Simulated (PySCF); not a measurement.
**Shapes and spin states of ReSF₂**

Level of theory: PBE/[Re def2-SVP with ECP60, S def2-SVP, F def2-SVP], scalar-relativistic core potentials, density fitting, no spin–orbit coupling, PySCF.

Relaxations began from a few typed shapes and spin states; open shells are unrestricted. The search is not exhaustive: other isomers or separated fragments can lie lower, and high-lying points may rest on an excited occupation.

```json
{"spin": "doublet", "group": "C2v", "bonds": "Re–F 1.856 Å (×2), Re–S 2.074 Å", "angles": "F–Re–F 124.0°, F–Re–S 118.0° (×2)", "imaginary modes (cm⁻¹)": "none", "ΔE (kJ/mol)": "0.0", "ΔE with ZPE (kJ/mol)": "0.0"}
{"spin": "doublet", "group": "C2v", "bonds": "Re–F 1.856 Å (×2), Re–S 2.074 Å", "angles": "F–Re–F 123.7°, F–Re–S 118.1° (×2)", "imaginary modes (cm⁻¹)": "none", "ΔE (kJ/mol)": "0.2", "ΔE with ZPE (kJ/mol)": "0.4"}
{"spin": "quartet", "group": "C2v", "bonds": "Re–F 1.879 Å (×2), Re–S 2.129 Å", "angles": "F–Re–F 135.9°, F–Re–S 112.0° (×2)", "imaginary modes (cm⁻¹)": "none", "ΔE (kJ/mol)": "14.6", "ΔE with ZPE (kJ/mol)": "14.4"}
{"spin": "quartet", "group": "C2v", "bonds": "Re–F 1.879 Å (×2), Re–S 2.129 Å", "angles": "F–Re–F 136.2°, F–Re–S 111.9° (×2)", "imaginary modes (cm⁻¹)": "none", "ΔE (kJ/mol)": "14.8", "ΔE with ZPE (kJ/mol)": "14.6"}
```

The lowest minimum found is the doublet C2v: Re–F 1.856 Å (×2), Re–S 2.074 Å; F–Re–F 124.0°, F–Re–S 118.0° (×2).

Formally Re is in oxidation state +4, d3, with 1 unpaired electron (the high-spin count would be 3). The Mulliken spin on Re is 1.00. The polar-tensor charge on Re, 1.15, is far below the formal one.

For the lowest minimum: other spin states or occupations of the open shell can lie lower. No spin–orbit coupling is included, which matters more the heavier the element.
